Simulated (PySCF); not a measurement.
Dipole response of Ni⁺ (nickel, charge +1)

[Ar] 3d9, 2D determinant. All numbers are calculated (PySCF 2.14, scalar relativity by spin-free X2C-1e, in aug-cc-pVTZ-DK). Coupled (time-dependent) response in atomic units; α is the mean over directions.

```
method  mean α (bohr³)         α xx, yy, zz  C₆ (like pair)  S(−4)
   UHF           5.652  5.344, 5.344, 6.269           18.09  26.52
   PBE           9.028  8.343, 8.343, 10.40           29.47  97.83
  PBE0           7.495  7.046, 7.046, 8.392           24.30  59.73
```

S(−4) is the Cauchy moment in α(ω) = α(0) + S(−4) ω² + …

α(iu) at PBE0:

```tsv
u (hartree)	α(iu) (bohr³)
0	7.495
0.0500	7.350
0.100	6.966
0.200	5.906
0.300	4.946
0.500	3.711
0.750	2.879
1.00	2.356
1.50	1.675
2.00	1.249
3.00	0.7713
5.00	0.3842
```

A single London oscillator, α(iu) = α/(1 + u²/ω²), gives C₆ = (3/4) ω α². Matching the computed C₆ needs ω = 4 × 24.30 / (3 × 7.495²) = 0.577 hartree.

For an ion, C₆ is the dispersion term alone; charge-induced terms of lower order in 1/R come first.

The components differ because the open shell of this determinant is not spherical; for a pure term their mean is the scalar polarisability.
